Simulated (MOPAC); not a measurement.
A run for MOPAC: PM7 on CH5NOSi (a complex).

```
PM7 1SCF PRECISE CHARGE=0 THREADS=1
CH5NOSi

C     -1.24173655 1     1.04102897 1     0.17973314 1
N     -1.98824096 1     1.38178261 1    -0.62158182 1
H     -0.54110061 1     0.72179297 1     0.93158787 1
O      0.74738692 1     0.10192979 1     2.37386267 1
Si     0.30835326 1    -0.82291889 1     3.68772311 1
H      1.66674868 1     0.36897394 1     2.29094090 1
H      1.05209503 1    -2.10339029 1     3.70245523 1
H     -1.13649673 1    -1.06119779 1     3.51609245 1
H      0.57244258 1    -0.09987054 1     4.95279636 1
```

Output:

```
*******************************************************************************
 **                                                                           **
 **                              MOPAC v23.2.5                                **
 **                                                                           **
 *******************************************************************************
 ** MOPAC's Digital Object Identifier: https://doi.org/10.5281/zenodo.6511958 **
 **                                                                           **
 ** Please cite the open-source release paper for use of this MOPAC version:  **
 ** J. E. Moussa and J. J. P. Stewart (2026)                                  **
 ** MOPAC: An open-source semiempirical molecular orbital program             **
 ** J. Open Source Softw., 11(119), 8025, https://doi.org/10.21105/joss.08025 **
 *******************************************************************************

                              PM7 CALCULATION RESULTS

 *******************************************************************************
 *  PM7        - The PM7 Hamiltonian to be used
 *
 *
 *
 *                 CHARGE ON SYSTEM = 0
 *
 *
 *
 *  PRECISE    - TIGHTER CRITERIA TO BE USED
 *  1SCF       - DO 1 SCF AND THEN STOP
 *  THREADS=1  - MULTI-THREADING NOT USED
 *  T=         - A TIME OF 172800.0 SECONDS REQUESTED
 *  DUMP=N     - RESTART FILE WRITTEN EVERY 7200.0 SECONDS REQUESTED
 *******************************************************************************
PM7 1SCF PRECISE CHARGE=0 THREADS=1
 CH5NOSi

   ATOM   CHEMICAL          X               Y               Z
  NUMBER   SYMBOL      (ANGSTROMS)     (ANGSTROMS)     (ANGSTROMS)

     1       C         -1.24173655  *   1.04102897  *   0.17973314  *
     2       N         -1.98824096  *   1.38178261  *  -0.62158182  *
     3       H         -0.54110061  *   0.72179297  *   0.93158787  *
     4       O          0.74738692  *   0.10192979  *   2.37386267  *
     5      Si          0.30835326  *  -0.82291889  *   3.68772311  *
     6       H          1.66674868  *   0.36897394  *   2.29094090  *
     7       H          1.05209503  *  -2.10339029  *   3.70245523  *
     8       H         -1.13649673  *  -1.06119779  *   3.51609245  *
     9       H          0.57244258  *  -0.09987054  *   4.95279636  *



          CARTESIAN COORDINATES

    NO.       ATOM           X           Y           Z

     1         C         -1.2417      1.0410      0.1797
     2         N         -1.9882      1.3818     -0.6216
     3         H         -0.5411      0.7218      0.9316
     4         O          0.7474      0.1019      2.3739
     5        Si          0.3084     -0.8229      3.6877
     6         H          1.6667      0.3690      2.2909
     7         H          1.0521     -2.1034      3.7025
     8         H         -1.1365     -1.0612      3.5161
     9         H          0.5724     -0.0999      4.9528

 General Reference for PM7:
 "Optimization of Parameters for Semiempirical Methods VI: More Modifications to the
 NDDO Approximations and Re-optimization of Parameters", J. J. P. Stewart, J. Mol. Mod., 1:32, 19 (2013)
 https://link.springer.com/article/10.1007/s00894-012-1667-x

           Empirical Formula: C H5 N O Si  =     9 atoms



      MOLECULAR POINT GROUP   :   Cs


      RHF CALCULATION, NO. OF DOUBLY OCCUPIED LEVELS = 12


 -------------------------------------------------------------------------------
 PM7 1SCF PRECISE CHARGE=0 THREADS=1
 CH5NOSi



     1SCF WAS SPECIFIED, SO BFGS WAS NOT USED
     SCF FIELD WAS ACHIEVED


                              PM7 CALCULATION
                                                       MOPAC v23.2.5 Linux




          FINAL HEAT OF FORMATION =        -42.04059 KCAL/MOL =    -175.89782 KJ/MOL


          COSMO AREA              =        135.22 SQUARE ANGSTROMS
          COSMO VOLUME            =        118.86 CUBIC ANGSTROMS

          IONIZATION POTENTIAL    =         12.132901 EV
          HOMO LUMO ENERGIES (EV) =        -12.133  0.612
          NO. OF FILLED LEVELS    =         12
          MOLECULAR WEIGHT        =         75.1421         POINT GROUP:  Cs

          MOLECULAR DIMENSIONS (Angstroms)

            Atom       Atom       Distance
            H     7    N     2     6.33146
            H     8    H     6     3.36562
            H     9    H     7     2.36135


          SCF CALCULATIONS        =          1





   ATOM   CHEMICAL          X               Y               Z
  NUMBER   SYMBOL      (ANGSTROMS)     (ANGSTROMS)     (ANGSTROMS)

     1       C         -1.24173655  *   1.04102897  *   0.17973314  *
     2       N         -1.98824096  *   1.38178261  *  -0.62158182  *
     3       H         -0.54110061  *   0.72179297  *   0.93158787  *
     4       O          0.74738692  *   0.10192979  *   2.37386267  *
     5      Si          0.30835326  *  -0.82291889  *   3.68772311  *
     6       H          1.66674868  *   0.36897394  *   2.29094090  *
     7       H          1.05209503  *  -2.10339029  *   3.70245523  *
     8       H         -1.13649673  *  -1.06119779  *   3.51609245  *
     9       H          0.57244258  *  -0.09987054  *   4.95279636  *

                             CARTESIAN COORDINATES

   1    C       -1.241736550     1.041028970     0.179733140
   2    N       -1.988240960     1.381782610    -0.621581820
   3    H       -0.541100610     0.721792970     0.931587870
   4    O        0.747386920     0.101929790     2.373862670
   5   Si        0.308353260    -0.822918890     3.687723110
   6    H        1.666748680     0.368973940     2.290940900
   7    H        1.052095030    -2.103390290     3.702455230
   8    H       -1.136496730    -1.061197790     3.516092450
   9    H        0.572442580    -0.099870540     4.952796360


           Empirical Formula: C H5 N O Si  =     9 atoms



      MOLECULAR POINT GROUP   :   Cs


                  EIGENVALUES
 -34.91125 -29.83187 -20.11467 -18.78360 -17.20095 -14.21088 -14.15199 -13.54386
 -13.54095 -13.13132 -12.61275 -12.13290   0.61182   1.53905   1.54228   2.11730
   2.12876   4.56678   5.08837   6.33503   7.40371  21.29702  21.55642  22.15550
  22.46628  23.37779


              NET ATOMIC CHARGES AND DIPOLE CONTRIBUTIONS

  ATOM NO.   TYPE          CHARGE      No. of ELECS.   s-Pop       p-Pop       d-Pop
    1          C           0.001665        3.9983     1.16888     2.82945
    2          N          -0.250207        5.2502     1.82562     3.42459
    3          H           0.245900        0.7541     0.75410
    4          O          -0.735672        6.7357     1.74407     4.99160
    5         Si           0.216045        3.7840     0.91955     2.67328     0.19113
    6          H           0.375719        0.6243     0.62428
    7          H           0.041578        0.9584     0.95842
    8          H           0.063307        0.9367     0.93669
    9          H           0.041665        0.9583     0.95833
 DIPOLE           X         Y         Z       TOTAL
 POINT-CHG.     2.406    -2.111     4.221     5.298
 HYBRID         0.834     0.504    -0.503     1.097
 SUM            3.241    -1.607     3.718     5.188


          ATOMIC ORBITAL ELECTRON POPULATIONS

     Atom    s        px        py        pz      x^2-y^2     xz        z^2       yz        xy
    1  C   1.16888   0.95129   0.92235   0.95581
    2  N   1.82562   1.15645   1.10001   1.16812
    3  H   0.75410
    4  O   1.74407   1.47397   1.80852   1.70912
    5 Si   0.91955   1.02774   0.89792   0.74761   0.03398   0.02109   0.05940   0.05028   0.02638
    6  H   0.62428
    7  H   0.95842
    8  H   0.93669
    9  H   0.95833

 **********************
 *                    *
 * JOB ENDED NORMALLY *
 *                    *
 **********************




 == MOPAC DONE ==
```

The run finished.

Cost: around 0.020 core-seconds (rough).
